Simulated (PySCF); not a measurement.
All values below come from M06-2X/def2-TZVP run with PySCF. Isolated molecules, 0 K electronic values unless said otherwise. One relaxed conformer stands for a flexible species; it need not be the lowest. Delta-SCF ions had no search for a lower state. Excitations are Tamm–Dancoff values on a coarser integration grid. The basis has no diffuse functions, so Rydberg states are missing or too high.

Reference species (SMILES): `BC(=C)CC` (neutral, multiplicity 1).

The T1 excitation (TDA) is 3.71 eV and the HOMO–LUMO gap comes out as 8.04 eV. The vertical ionisation energy (Delta-SCF) is 10.00 eV. The S1 excitation (TDA) is 5.17 eV.

Changed species: `BC=C(C)C`.

Task: Give the shifts of the T1 excitation (TDA), HOMO–LUMO gap, vertical ionisation energy (Delta-SCF) and S1 excitation (TDA).

Result: the T1 excitation (TDA) falls by 0.12 eV, to 3.59 eV; the HOMO–LUMO gap falls by 0.17 eV, to 7.87 eV; the vertical ionisation energy (Delta-SCF) falls by 0.34 eV, to 9.66 eV; the S1 excitation (TDA) increases by 0.15 eV, to 5.32 eV.
